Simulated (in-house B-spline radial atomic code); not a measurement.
Neutral palladium is squeezed into an impenetrable sphere of radius R (the orbitals vanish at R). All numbers are computed (scalar-relativistic (X2C) Hartree-Fock, spin-polarised, averaged over the determinants with the given up and down occupations; Fermi nucleus of rms radius 4.5318 fm) with a radial B-spline atomic code at the basis-set limit, not measured.

Energies in eV above the free atom in [Kr] 4d10:

```json
{"R (bohr)": "7.06", "highest level (eV)": "-8.81", "[Kr] 4d10": "0.05156", "[Ar] 3d10 4s2 4p5 4d10 4f1": "67.82", "[Ar] 3d9 4s2 4p6 4d10 4f1": "349.3"}
{"R (bohr)": "5.61", "highest level (eV)": "-8.36", "[Kr] 4d10": "0.4106", "[Ar] 3d10 4s2 4p5 4d10 4f1": "73.41", "[Ar] 3d9 4s2 4p6 4d10 4f1": "354.9"}
{"R (bohr)": "5.39", "highest level (eV)": "-8.21", "[Kr] 4d10": "0.566", "[Ar] 3d10 4s2 4p5 4d10 4f1": "74.67", "[Ar] 3d9 4s2 4p6 4d10 4f1": "356.2"}
{"R (bohr)": "4.16", "highest level (eV)": "-6.15", "[Kr] 4d10": "3.639", "[Ar] 3d10 4s2 4p5 4d10 4f1": "86.07", "[Ar] 3d9 4s2 4p6 4d10 4f1": "367.6"}
{"R (bohr)": "3.46", "highest level (eV)": "-2.74", "[Kr] 4d10": "11.48", "[Ar] 3d10 4s2 4p5 4d10 4f1": "100.9", "[Ar] 3d9 4s2 4p6 4d10 4f1": "381.8"}
{"R (bohr)": "3.1", "highest level (eV)": "0.656", "[Kr] 4d10": "21.71", "[Ar] 3d10 4s2 4p5 4d10 4f1": "115.9", "[Ar] 3d9 4s2 4p6 4d10 4f1": "395.7"}
{"R (bohr)": "2.69", "highest level (eV)": "7.46", "[Kr] 4d10": "47.77", "[Ar] 3d10 4s2 4p5 4d10 4f1": "148.9", "[Ar] 3d9 4s2 4p6 4d10 4f1": "426.2"}
{"R (bohr)": "2.35", "highest level (eV)": "18", "[Kr] 4d10": "98.78", "[Ar] 3d10 4s2 4p5 4d10 4f1": "207.8", "[Ar] 3d9 4s2 4p6 4d10 4f1": "480.8"}
{"R (bohr)": "1.82", "highest level (eV)": "57.6", "[Kr] 4d10": "367.8", "[Ar] 3d10 4s2 4p5 4d10 4f1": "495.4", "[Ar] 3d9 4s2 4p6 4d10 4f1": "755.4"}
{"R (bohr)": "1.43", "highest level (eV)": "141", "[Kr] 4d10": "1153", "[Ar] 3d10 4s2 4p5 4d10 4f1": "1297", "[Ar] 3d9 4s2 4p6 4d10 4f1": "1550"}
```

Does [Ar] 3d10 4s2 4p5 4d10 4f1 fall below [Kr] 4d10 under compression?

No, it stays above over the whole range.

Does [Ar] 3d9 4s2 4p6 4d10 4f1 fall below [Kr] 4d10 under compression?

No, it stays above over the whole range.

The highest level is first positive in the row R = 3.1 bohr, pushed up by confinement above the zero of the free ion's potential. Each configuration is held fixed and needn't be the lowest in the sphere.
